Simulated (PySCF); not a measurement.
Molecule: SMILES [H]/N=C\[C@]12CC[C@H](C1)C2, C7H11N.

Cartesian coordinates in Å; atom numbers follow the order of the lines, from 1:
```xyz
19

H     2.2570   -1.0003    1.7161
N     2.7518   -0.3238    1.1336
C     2.0297    0.2584    0.2881
C     0.5787    0.0778    0.0373
C    -0.3252    1.3066    0.2391
C    -1.6810    0.6800   -0.1572
C    -1.2041   -0.7336   -0.4918
C    -0.2657   -1.0365    0.6868
C     0.0568   -0.4482   -1.3202
H     2.5233    0.9885   -0.3510
H    -0.0356    2.1330   -0.4091
H    -0.3075    1.6548    1.2716
H    -2.1332    1.1741   -1.0164
H    -2.3982    0.6874    0.6628
H    -1.9534   -1.4477   -0.8223
H     0.1966   -2.0196    0.6242
H    -0.6487   -0.8598    1.6904
H     0.5711   -1.3470   -1.6515
H    -0.0222    0.2652   -2.1379
```

Frames of a GFN2-xTB Langevin trajectory at 300 K; GIAO PBE0/pcSseg-1 shieldings in PySCF, gas phase, non-relativistic; equivalent atoms averaged within each frame.

Chemical shifts δ = σref − σ; TMS for $^{1}$H (σ = 31.72 ppm), $^{13}$C (σ = 186.93 ppm); $^{15}$N (σ = 267.73 ppm) against NH3, all at this level. The references are static minima.

Task: How do the shifts (ppm) fluctuate along the trajectory?

Result: 
| time (fs) | H1 | H10 | H15 | H11/H12 | H13/H14 | H16/H18 | H17/H19 | N2 | C3 | C4 |
| --- | --- | --- | --- | --- | --- | --- | --- | --- | --- | --- |
| optimised geometry | 10.70 | 8.18 | 2.34 | 1.66 | 1.83 | 1.44 | 1.00 | 351.8 | 180.1 | 58.7 |
| 250 | 10.70 | 7.77 | 2.86 | 2.75 | 2.75 | 2.20 | 2.13 | 359.0 | 181.7 | 61.7 |
| 425 | 11.35 | 8.36 | 2.44 | 1.85 | 2.22 | 1.30 | 1.15 | 348.9 | 173.0 | 58.1 |
| 625 | 12.72 | 8.98 | 2.11 | 2.61 | 2.41 | 2.32 | 1.31 | 381.4 | 181.8 | 59.0 |
| 800 | 12.13 | 8.55 | 2.04 | 2.20 | 2.30 | 2.75 | 1.00 | 377.2 | 182.7 | 63.2 |
| 1000 | 11.93 | 8.14 | 2.62 | 1.83 | 2.40 | 2.46 | 0.25 | 381.8 | 180.9 | 53.6 |
| mean of frames | 11.76 | 8.36 | 2.41 | 2.25 | 2.42 | 2.20 | 1.17 | 369.7 | 180.0 | 59.1 |
| standard deviation | 0.77 | 0.45 | 0.34 | 0.43 | 0.20 | 0.55 | 0.68 | 14.9 | 4.0 | 3.7 |

5 frames give an uncertainty of the mean of about the standard deviation over 2.2 at best, since frames this close in time may not be independent; classical motion lacks zero-point vibration, and the reference would need the same averaging.
